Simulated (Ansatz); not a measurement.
One change: `[F][AlH][SeH]` becomes `[AlH2][AlH][SeH]`.

Ansatz, PBE0-D4/def2-TZVP geometries, multiplicity 1. Each molecule was computed in one conformer, which needn't be the lowest.

Scalar relativity is left out up to krypton.

| property | `[F][AlH][SeH]` |
| --- | --- |
| HOMO–LUMO gap (PBE0/def2-TZVPP) / eV | 6.58 |
| HOMO energy (PBE0/def2-TZVPP) / eV | -7.65 |
| LUMO energy (PBE/def2-TZVPP) / eV | -1.80 |
| HOMO energy (PBE/def2-TZVPP) / eV | -6.52 |
| HOMO energy (ωB97M-V/def2-TZVPP) / eV | -9.77 |
| HOMO–LUMO gap (ωB97M-V/def2-TZVPP) / eV | 10.33 |

Task: What does the change do to each property? (An estimate is asked.)

Result: Computed: 
| property | `[AlH2][AlH][SeH]` | shift |
| --- | --- | --- |
| HOMO–LUMO gap (PBE0/def2-TZVPP) / eV | 4.82 | -1.76 |
| HOMO energy (PBE0/def2-TZVPP) / eV | -7.13 | 0.52 |
| LUMO energy (PBE/def2-TZVPP) / eV | -3.05 | -1.25 |
| HOMO energy (PBE/def2-TZVPP) / eV | -6.11 | 0.41 |
| HOMO energy (ωB97M-V/def2-TZVPP) / eV | -9.03 | 0.74 |
| HOMO–LUMO gap (ωB97M-V/def2-TZVPP) / eV | 8.33 | -2.00 |

With PBE0 the HOMO rises by 0.52 eV and the LUMO falls by 1.25 eV, so the gap narrows by about 1.77 eV. PBE moves the HOMO by 0.41 eV and ωB97M-V by 0.74 eV. The zero-point energy changes by 28.0 kJ/mol with +6 modes.

Spin–orbit coupling is left out; it splits and shifts lone-pair levels of the heavy atoms by tenths of an eV.
